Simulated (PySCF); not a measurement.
## Excitation energy of C by level of theory

C [He] 2s2 2p2 (3P) → C [He] 2s2 2p1 3s1 (3P), as a difference of total energies. Calculation: PySCF 2.14, in dyall-acv3z; the spin-free X2C one-electron Hamiltonian (Gaussian nucleus). Correlated levels: valence: 1s2 frozen; virtual orbitals above 40 to 60 times the deepest correlated orbital energy dropped. The calculations carry no spin-orbit coupling.

```json
{"method": "UHF", "excitation energy (eV)": "7.410", "error (eV)": "-0.072"}
{"method": "MP2 (valence)", "excitation energy (eV)": "7.693", "error (eV)": "+0.211"}
{"method": "SCS-MP2 (valence)", "excitation energy (eV)": "7.591", "error (eV)": "+0.109"}
{"method": "CCSD (valence)", "excitation energy (eV)": "7.526", "error (eV)": "+0.044"}
{"method": "CCSD(T) (valence)", "excitation energy (eV)": "7.529", "error (eV)": "+0.047"}
```

Reference: 7.482 eV (measured; NIST levels, between the centres of gravity of the two terms).

Errors of the correlated levels include the incompleteness of this basis and the frozen core.
